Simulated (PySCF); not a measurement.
**SMILES N#C/C(=C(/C)Br)C, C₅H₆BrN**

Geometry:
```json
{"atom": "C1", "x (Å)": "-1.774", "y (Å)": "-0.235", "z (Å)": "-0.266"}
{"atom": "C2", "x (Å)": "-0.623", "y (Å)": "0.695", "z (Å)": "-0.120"}
{"atom": "Br3", "x (Å)": "-1.096", "y (Å)": "2.544", "z (Å)": "-0.267"}
{"atom": "C4", "x (Å)": "0.655", "y (Å)": "0.348", "z (Å)": "0.091"}
{"atom": "C5", "x (Å)": "1.126", "y (Å)": "-1.077", "z (Å)": "0.214"}
{"atom": "C6", "x (Å)": "1.668", "y (Å)": "1.325", "z (Å)": "0.210"}
{"atom": "N7", "x (Å)": "2.522", "y (Å)": "2.084", "z (Å)": "0.309"}
{"atom": "H8", "x (Å)": "-2.546", "y (Å)": "0.013", "z (Å)": "0.462"}
{"atom": "H9", "x (Å)": "-2.215", "y (Å)": "-0.125", "z (Å)": "-1.258"}
{"atom": "H10", "x (Å)": "-1.469", "y (Å)": "-1.268", "z (Å)": "-0.127"}
{"atom": "H11", "x (Å)": "0.644", "y (Å)": "-1.572", "z (Å)": "1.056"}
{"atom": "H12", "x (Å)": "0.901", "y (Å)": "-1.634", "z (Å)": "-0.694"}
{"atom": "H13", "x (Å)": "2.202", "y (Å)": "-1.097", "z (Å)": "0.373"}
```

Method used: GIAO CAM-B3LYP/pcSseg-1 magnetisability, rotational g tensor and spin-rotation constants, non-relativistic, gas phase in PySCF. Geometry: GFN2-xTB.

The calculation is non-relativistic, which matters for the atoms heavier than Zn.

What are the magnetisability and the molar susceptibility?

Isotropic -1331 × 10⁻³⁰ J/T², or -80.1 × 10⁻⁶ cm³/mol; principal values -1386, -1325, -1281 × 10⁻³⁰ J/T², anisotropy 92 × 10⁻³⁰ J/T² (root of half the summed squared differences of the principal values). The susceptibility is in cgs units.

Split it along the inertial axes a, b, c into diamagnetic and paramagnetic parts about the centre of mass, with the quadrupole moment.


```csv
axis,χ (10⁻⁶ cm³/mol),diamagnetic (10⁻⁶ cm³/mol),paramagnetic (10⁻⁶ cm³/mol),summed x² of all electrons (Å²),quadrupole Θ (D Å)
a,-78.3,-607.0,528.8,198.2,+4.77
b,-82.3,-902.5,820.2,128.5,-5.04
c,-79.8,-1385.9,1306.1,14.6,+0.28
```
Anisotropies 2χaa − χbb − χcc = +5.6 and 2χbb − χaa − χcc = -6.6 × 10⁻⁶ cm³/mol. Θ is traceless in Buckingham's convention.

And the rotational g tensor?


```
axis  rotational constant (GHz)        g  nuclear part  electronic part
   a                     2.4150  -0.0251        0.5748          -0.5999
   b                     1.3894  -0.0080        0.5273          -0.5353
   c                     0.8917  -0.0075        0.5397          -0.5472
```
Asymmetric top; isotopes 79Br, 12C, 1H, 14N; no vibrational averaging.
